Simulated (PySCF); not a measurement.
Species: 3,3,3-trifluoropropanal, C3H3F3O.
Numbering: `[O:1]=[CH:2][CH2:3][C:4]([F:5])([F:6])[F:7]` (hydrogens: H8 on C2; H9, H10 on C3)

Computed with PySCF at PBE0/def2-SVPD, non-relativistic, on one gas-phase PBE0-D3(BJ)/def2-SVP geometry that isn't relaxed in the solvent. The solvent is an IEF-PCM continuum (van der Waals radii × 1.2). Specific hydrogen bonds and non-electrostatic terms are outside this model.

Gas phase at PBE0/def2-SVPD: HOMO -8.23 eV, LUMO -1.53 eV, dipole 1.39 D.

What does the continuum do to the energy, the frontier levels and the dipole at PBE0/def2-SVPD in acetone and acetonitrile?

```csv
solvent,ε,E(solvent) − E(gas) (kcal/mol),polarisation term (kcal/mol),distortion of the solute (kcal/mol),HOMO (eV),LUMO (eV),dipole (D)
acetone,20.49,-5.59,-6.53,0.94,-8.06,-1.25,1.82
acetonitrile,35.69,-5.79,-6.80,1.01,-8.06,-1.25,1.84
```

The polarisation term is half the interaction of the solute with the surface charges that it induces; the rest is the cost of distorting the solute's density. The sum is the electrostatic part of solvation alone. From acetone to acetonitrile the lowering changes by a factor 1.04, Onsager's factor (ε − 1)/(2ε + 1) by 1.03 and ε itself by 1.7.

Which radius a makes the point-dipole formula ΔE = −[(ε − 1)/(2ε + 1)]·μ²/a³ give the value in acetonitrile, with the gas-phase dipole?

μ = 0.546 au and |ΔE| = 0.00923 Eh give a = 1.32 Å; the farthest nucleus lies 2.49 Å from the centroid of the nuclei, so such a sphere wouldn't even hold the nuclei. The formula assumes a rigid point dipole at the centre of a sphere.

How does the static polarisability (PBE0/def2-SVPD, frozen core, with the continuum's full static response) change?

| medium | isotropic (au) | principal values (au) | ⟨r²⟩ of the electrons (bohr²) |
| --- | --- | --- | --- |
| gas | 42.4 | 36.0, 41.2, 50.0 | 748.1 |
| acetone | 52.5 | 44.7, 52.0, 60.7 | 749.5 |
| acetonitrile | 52.9 | 45.1, 52.5, 61.0 | 749.6 |

The isotropic value in acetonitrile is 1.25 times the gas-phase one; no cavity-field correction is applied. ⟨r²⟩ is taken about the centre of nuclear charge.

Shape of the structure used: `[O:1]=[CH:2][CH2:3][C:4]([F:5])([F:6])[F:7]`: O1–C2–C3–C4 -151°, C2–C3–C4–F5 60°.
